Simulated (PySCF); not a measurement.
## Correlation energy of Cu¹⁷⁺ (copper, charge +17)

[Ne] 3s2, closed-shell 1S. All numbers are calculated (PySCF 2.14, the spin-free X2C one-electron Hamiltonian (Gaussian nucleus), in an even-tempered Gaussian basis (18 s from 1.5 bohr⁻², ratio 2.5; 11 p from 2 bohr⁻², ratio 2.5; 5 d from 7.9 bohr⁻², ratio 2.7; 4 f from 12 bohr⁻², ratio 2.7)). Frozen: 1s2; 10 electrons correlated; the 19 highest virtual orbitals of each spin left out.

| level | correlation energy (mhartree) |
| --- | --- |
| CCSD | -429.92 |
| (T) | -1.95 |
| CCSD(T) | -431.87 |

Diagnostics: T1 = 0.00082, D1 = 0.0026, largest double amplitude 0.085.

Q: Is a single reference adequate?

A: Mostly. T1 lies below 0.03, but a double amplitude of this size points to a near-degeneracy that CCSD handles and MP2 describes poorly.
